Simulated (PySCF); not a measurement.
Ar²⁺ (argon, charge +2) across methods

[Ne] 3s2 3p4, high-spin 3P determinant. Computed with PySCF 2.14 in x2c-TZVPPall with one added diffuse shell each of s, p, d type (6s6p4d1f, 51 functions), with the spin-free X2C one-electron Hamiltonian (Gaussian nucleus).

```csv
method,E (hartree),mean ε 3s β (eV),mean ε 3p α (eV),mean ε 3p β (eV),Σ⟨r²⟩ (bohr²),⟨S²⟩
r2SCAN,-527.7264,-49.017,-37.164,-34.564,15.57,2.006
wB97X,-527.7690,-53.661,-40.969,-38.585,15.53,2.003
PBE0,-527.6033,-50.941,-38.488,-36.005,15.59,2.004
PBE,-527.5647,-48.780,-36.474,-34.155,15.60,2.003
B3LYP,-527.7764,-50.649,-38.005,-35.682,15.62,2.003
LDA,-526.1173,-48.959,-36.440,-34.088,15.63,2.001
BLYP,-527.7783,-48.739,-36.228,-34.042,15.64,2.002
UHF,-527.11127,-55.959,-43.551,-40.410,15.68,2.010
revPBE,-527.6825,-48.717,-36.470,-34.155,15.59,2.003
```
